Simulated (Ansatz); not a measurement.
Several settings on one geometry of `CC(=O)SC12CC3CC(CC(C3)C1)C2` (that of the charge 0 singlet, PBE0-D4/def2-SVP). Ansatz on 4 threads of Arm Neoverse V2 on a shared host; times are rough.

```xyz
32

C     4.644   -0.529   -0.064
C     3.206   -0.155   -0.328
O     2.861    0.531   -1.257
S     2.107   -0.851    0.887
C     0.430   -0.301    0.376
C     0.060   -0.839   -1.011
C    -1.383   -0.438   -1.339
C    -1.504    1.088   -1.321
C    -1.144    1.616    0.071
C    -2.093    1.011    1.110
C    -1.963   -0.515    1.091
C    -2.331   -1.041   -0.299
C    -0.519   -0.909    1.421
C     0.300    1.226    0.408
H     4.764   -1.622   -0.099
H     5.277   -0.060   -0.828
H     4.951   -0.193    0.938
H     0.166   -1.937   -1.017
H     0.752   -0.431   -1.761
H    -1.639   -0.819   -2.342
H    -0.834    1.530   -2.078
H    -2.532    1.390   -1.586
H    -1.228    2.715    0.085
H    -3.134    1.304    0.892
H    -1.854    1.401    2.114
H    -2.634   -0.956    1.847
H    -2.265   -2.142   -0.318
H    -3.376   -0.779   -0.537
H    -0.245   -0.551    2.428
H    -0.414   -2.007    1.427
H     0.575    1.596    1.409
H     0.998    1.668   -0.317
```

Totals from different functionals, basis sets or treatments of relativity can't be compared as stabilities.

HSE06 is defined as in plane-wave codes, on full-range PBE exchange. Correlated methods freeze 18 core orbitals.

Question: Give the basis size and estimate the energy, ⟨S²⟩ and time of these runs.

```csv
run,method,charge,state,further keys
1,RKS revPBE-D4/STO-3G,0,singlet,"final_grid: {core_spheres: 8, valence_spheres: 7, degree: 23}; nuclear_model: gaussian; scf: {omitted_lower_state_checks: [starts]}"
2,RHF/def2-mTZVP,0,singlet,scf: {omitted_lower_state_checks: [starts]}
3,"RKS HSE06, rpa/def2-mTZVP",0,singlet,–
4,RKS B97M-V/STO-3G,0,singlet,forces asked
```

Answer: 
```json
{"run": "1", "functions": "92", "energy (Eh)": "-930.4830", "⟨S²⟩": "–", "wall time": "1.7 s"}
{"run": "2", "functions": "328", "energy (Eh)": "-937.4588", "⟨S²⟩": "–", "wall time": "10 s"}
{"run": "3", "functions": "328", "energy (Eh)": "-940.2882", "⟨S²⟩": "–", "wall time": "49 s"}
{"run": "4", "functions": "92", "energy (Eh)": "-930.6165", "⟨S²⟩": "–", "wall time": "21 s"}
```
